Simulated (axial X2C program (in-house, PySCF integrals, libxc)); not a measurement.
**Spin–orbit effects along a row: molecules with Li (ions), HF**

Computed with an in-house all-electron X2C program for linear molecules (integrals from PySCF), spin-free (one-electron X2C) or two-component (2c: spin–orbit coupling with atomic mean-field Coulomb and Gaunt terms, which also bring small scalar terms), in Dyall basis sets with cores contracted in-house; open shells are unrestricted.

Basis sets: Ag dyall-cv3z, Cd dyall-cv3z, In dyall-cv3z, Li dyall-cv3z, Mo dyall-cv3z, Nb dyall-cv3z, Pd dyall-cv3z, Rb dyall-cv3z, Ru dyall-cv3z, Sb dyall-cv3z, Sr dyall-cv3z, Tc dyall-cv3z, Te dyall-cv3z.

```json
{"molecule": "LiRb⁺", "spin-free state": "M_S = 1/2, Λ = 0", "Re (Å)": "4.221", "ωe (cm⁻¹)": "126.3", "De (eV)": "0.41", "2c state": "Ω = 1/2", "Re 2c (Å)": "4.221", "ωe 2c (cm⁻¹)": "126.3", "De 2c (eV)": "0.41"}
{"molecule": "LiSr⁺", "spin-free state": "M_S = 0, Λ = 0", "Re (Å)": "3.507", "ωe (cm⁻¹)": "225.1", "De (eV)": "0.74", "2c state": "Ω = 0", "Re 2c (Å)": "3.507", "ωe 2c (cm⁻¹)": "225.1", "De 2c (eV)": "0.74"}
{"molecule": "LiNb⁺", "spin-free state": "M_S = 5/2, Λ = 2", "Re (Å)": "2.991", "ωe (cm⁻¹)": "234.0", "De (eV)": "1.15", "2c state": "Ω = 1/2", "Re 2c (Å)": "2.991", "ωe 2c (cm⁻¹)": "233.9", "De 2c (eV)": "n/a"}
{"molecule": "LiMo⁺", "spin-free state": "M_S = 3, Λ = 0", "Re (Å)": "3.046", "ωe (cm⁻¹)": "219.4", "De (eV)": "0.96", "2c state": "Ω = 3", "Re 2c (Å)": "3.047", "ωe 2c (cm⁻¹)": "219.2", "De 2c (eV)": "0.96"}
{"molecule": "LiTc⁺", "spin-free state": "M_S = 5/2, Λ = 0", "Re (Å)": "3.229", "ωe (cm⁻¹)": "208.3", "De (eV)": "1.24", "2c state": "Ω = 5/2", "Re 2c (Å)": "3.229", "ωe 2c (cm⁻¹)": "208.3", "De 2c (eV)": "1.24"}
{"molecule": "LiRu⁺", "spin-free state": "M_S = 2, Λ = 2", "Re (Å)": "2.957", "ωe (cm⁻¹)": "216.9", "De (eV)": "0.94", "2c state": "Ω = 4", "Re 2c (Å)": "2.958", "ωe 2c (cm⁻¹)": "216.8", "De 2c (eV)": "n/a"}
{"molecule": "LiPd⁺", "spin-free state": "M_S = 0, Λ = 0", "Re (Å)": "2.430", "ωe (cm⁻¹)": "274.9", "De (eV)": "n/a", "2c state": "Ω = 0", "Re 2c (Å)": "2.432", "ωe 2c (cm⁻¹)": "274.3", "De 2c (eV)": "n/a"}
{"molecule": "LiAg⁺", "spin-free state": "M_S = 1/2, Λ = 0", "Re (Å)": "2.984", "ωe (cm⁻¹)": "201.5", "De (eV)": "0.85", "2c state": "Ω = 1/2", "Re 2c (Å)": "2.984", "ωe 2c (cm⁻¹)": "201.4", "De 2c (eV)": "0.85"}
{"molecule": "LiCd⁺", "spin-free state": "M_S = 0, Λ = 0", "Re (Å)": "2.886", "ωe (cm⁻¹)": "238.9", "De (eV)": "0.70", "2c state": "Ω = 0", "Re 2c (Å)": "2.886", "ωe 2c (cm⁻¹)": "239.0", "De 2c (eV)": "0.70"}
{"molecule": "LiIn⁺", "spin-free state": "M_S = 1/2, Λ = 0", "Re (Å)": "3.251", "ωe (cm⁻¹)": "189.1", "De (eV)": "1.17", "2c state": "Ω = 1/2", "Re 2c (Å)": "3.241", "ωe 2c (cm⁻¹)": "189.7", "De 2c (eV)": "1.13"}
{"molecule": "LiSb⁺", "spin-free state": "M_S = 3/2, Λ = 0", "Re (Å)": "2.976", "ωe (cm⁻¹)": "218.0", "De (eV)": "0.48", "2c state": "Ω = 3/2", "Re 2c (Å)": "2.971", "ωe 2c (cm⁻¹)": "220.1", "De 2c (eV)": "0.48"}
{"molecule": "LiTe⁺", "spin-free state": "M_S = 1, Λ = 0", "Re (Å)": "2.805", "ωe (cm⁻¹)": "300.8", "De (eV)": "0.96", "2c state": "Ω = 1", "Re 2c (Å)": "2.817", "ωe 2c (cm⁻¹)": "289.5", "De 2c (eV)": "n/a"}
```

(1) Work out the shifts from the spin-free to the two-component result.

Fragments in 2c: Rb+ + Li, Sr+ + Li, Nb + Li+, Mo + Li+, Tc + Li+, Ru + Li+, Pd + Li+, Ag + Li+, Cd + Li+, In + Li+, Sb + Li+, Te + Li+. Each entry is the lowest single determinant of a limited PBE0 search at one distance. De goes to single-determinant-based atoms at the same level (for ions the charge split of lowest energy) and is withheld (n/a) where an atom does not fit its ground term or J level. Main or longest-lived isotopes. One determinant is a doubtful description, or other states lie close, for LiNb⁺, LiMo⁺, LiTc⁺, LiRu⁺, LiSb⁺, LiTe⁺; these need not be ground states, and all values refer to the states named. Some open-shell Ω = 0 determinants are out of reach, so the Ω given for LiMo⁺, LiRu⁺, LiTe⁺ need not be the lowest component. With several unpaired electrons the Ω given is that of one determinant, not necessarily of the lowest component.

Answers

(1) 

| molecule | 2c state | ΔRe (Å) | Δωe (cm⁻¹) | ΔDe (eV) |
| --- | --- | --- | --- | --- |
| LiRb⁺ | Ω = 1/2 | 0.000 | 0.0 | 0.00 |
| LiSr⁺ | Ω = 0 | 0.000 | 0.0 | 0.00 |
| LiNb⁺ | Ω = 1/2 | 0.000 | -0.1 | n/a |
| LiMo⁺ | Ω = 3 | 0.001 | -0.2 | 0.00 |
| LiTc⁺ | Ω = 5/2 | 0.000 | 0.0 | 0.00 |
| LiRu⁺ | Ω = 4 | 0.001 | -0.1 | n/a |
| LiPd⁺ | Ω = 0 | 0.002 | -0.6 | n/a |
| LiAg⁺ | Ω = 1/2 | 0.000 | -0.1 | 0.00 |
| LiCd⁺ | Ω = 0 | 0.000 | 0.1 | 0.00 |
| LiIn⁺ | Ω = 1/2 | -0.010 | 0.6 | n/a |
| LiSb⁺ | Ω = 3/2 | -0.005 | 2.1 | 0.00 |
| LiTe⁺ | Ω = 1 | 0.012 | -11.3 | n/a |

Shifts of one unit in the last digit are rounding.
